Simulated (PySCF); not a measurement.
# Excitation energy of Rh⁺ by level of theory

Rh⁺ [Kr] 4d8 (3F) → Rh⁺ [Kr] 4d7 5p1 (high-spin determinant), as a difference of total energies. Calculation: PySCF 2.14, in aug-cc-pwCVDZ-PP with ECP28MDF; a scalar-relativistic core potential. Correlated levels: valence: 4s2 4p6 frozen; valence and next inner shell: nothing frozen outside the core potential. The calculations carry no spin-orbit coupling.

| method | excitation energy (cm⁻¹) |
| --- | --- |
| UHF | 48521 |
| LDA | 57832 |
| PBE | 56591 |
| PBE0 | 56359 |
| r2SCAN | 55453 |
| BLYP | 56939 |
| B3LYP | 57059 |
| PW91 | 56763 |
| MP2 (valence) | 57296 |
| MP2 (valence and next inner shell) | 56357 |
| SCS-MP2 (valence and next inner shell) | 56890 |

Task: Estimate what SCS-MP2 (valence) gives.

Result: 58940 cm⁻¹, closest to LDA among the rows shown.

Task: Estimate what wB97M-V gives.

Result: 58001 cm⁻¹, closest to LDA among the rows shown.

The determinant of the upper state mixes LS terms, which raises its energy above the lowest term, most at the Hartree-Fock and MP2 levels.
